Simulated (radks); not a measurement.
Results of a calculation; reference values are marked as such.
Q: The mean radii <r> (bohr) of the occupied orbitals of an atom or ion are listed with their occupations. Level of theory: scalar-relativistic Kohn-Sham, PBE, spin-unpolarised, spherical densities, finite nucleus; Fermi nuclear charge, rms radius of each element as measured or else 0.836 A^(1/3) + 0.57 fm (a radial shooting solver on a logarithmic mesh with Libxc functionals).

| orbital | occ. | <r> |
|---|---|---|
| 1s | 2 | 0.01932 |
| 2s | 2 | 0.08184 |
| 2p | 6 | 0.07292 |
| 3s | 2 | 0.2126 |
| 3p | 6 | 0.2123 |
| 3d | 10 | 0.1925 |
| 4s | 2 | 0.4780 |
| 4p | 6 | 0.5079 |
| 4d | 10 | 0.5476 |
| 5s | 2 | 1.169 |
| 5p | 6 | 1.384 |
| 4f | 14 | 0.7213 |
| 6s | 2 | 3.292 |
| 6d | 1 | 10.85 |

Name the element and its charge.

A: Z = 71, lutetium, charge 0: Lu in [Xe] 4f14 6s2 6d1. The 1s radius gives Z: for a bare nucleus <r> = (2 gamma + 1)/(2Z) with gamma = sqrt(1 - (Z/c)^2), 0.01909 bohr for Z = 71, and screening makes it slightly larger (0.01932 here). The occupations add up to 71, and the charge is Z minus that.
